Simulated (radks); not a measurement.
The mean radii <r> (bohr) of the occupied orbitals of an atom or ion are listed with their occupations. Method: scalar-relativistic Kohn-Sham, PBEsol, spin-unpolarised, spherical densities, finite nucleus; Fermi nuclear charge, rms radius of each element as measured or else 0.836 A^(1/3) + 0.57 fm; computed with a radial shooting solver on a logarithmic mesh with Libxc functionals.

| orbital | occ. | <r> |
|---|---|---|
| 1s | 2 | 0.02364 |
| 2s | 2 | 0.1010 |
| 2p | 6 | 0.08881 |
| 3s | 2 | 0.2665 |
| 3p | 6 | 0.2646 |
| 3d | 10 | 0.2418 |
| 4s | 2 | 0.6075 |
| 4p | 6 | 0.6433 |
| 4d | 10 | 0.7073 |
| 5s | 2 | 1.472 |
| 5p | 6 | 1.729 |
| 6s | 2 | 4.414 |
| 4f | 4 | 1.129 |

Name the element and its charge.

Answer. Z = 60, neodymium, charge 0: Nd in [Xe] 4f4 6s2. The 1s radius gives Z: for a bare nucleus <r> = (2 gamma + 1)/(2Z) with gamma = sqrt(1 - (Z/c)^2), 0.02332 bohr for Z = 60, and screening makes it slightly larger (0.02364 here). The occupations add up to 60, and the charge is Z minus that.
